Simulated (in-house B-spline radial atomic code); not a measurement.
Configurations of Cs IV (Cs3+), with energies counted from [Kr] 4d10 5s2 5p4. Computed with a B-spline radial code for spherical atoms: scalar-relativistic (X2C) PBE0, spin-polarised, spherical fractional occupations, exact exchange averaged over the configuration, Fermi nucleus of rms radius 4.8041 fm. Shells without spins written out take the highest spin.

Occupations are held fixed; configurations that lie above the ionisation limit could autoionise.

```json
{"configuration": "[Kr] 4d10 5s1 5p5", "E - E(ref) (eV)": "14.857", "highest orbital": "5p down", "its <r> (bohr)": "1.924"}
{"configuration": "[Kr] 4d10 5s2 5p3 6d1", "E - E(ref) (eV)": "29.477", "highest orbital": "6d up", "its <r> (bohr)": "5.267"}
{"configuration": "[Kr] 4d9 5s2 5p5", "E - E(ref) (eV)": "67.694", "highest orbital": "5p down", "its <r> (bohr)": "1.869"}
{"configuration": "[Ar] 3d9 4s2 4p6 4d10 5s2 5p4 6s1", "E - E(ref) (eV)": "741.04", "highest orbital": "6s up", "its <r> (bohr)": "3.467"}
{"configuration": "[Ar] 3d9 4s2 4p6 4d10 5s2 5p4 6d1", "E - E(ref) (eV)": "751.12", "highest orbital": "6d up", "its <r> (bohr)": "5.139"}
```

Question: Order these further configurations by energy, lowest first.
A. [Ar] 3d9 4s2 4p6 4d10 5s2 5p4 5d1
B. [Kr] 4d10 4f1 5s1 5p4
C. [Kr] 4d10 4f1 5s2 5p3
D. [Ar] 3d9 4s2 4p6 4d10 4f1 5s2 5p4
E. [Ar] 3d9 4s2 4p6 4d10 5s2 5p5

Answer: C (19.676 eV), B (33.899 eV), E (718.76 eV), D (736.27 eV), A (736.88 eV).
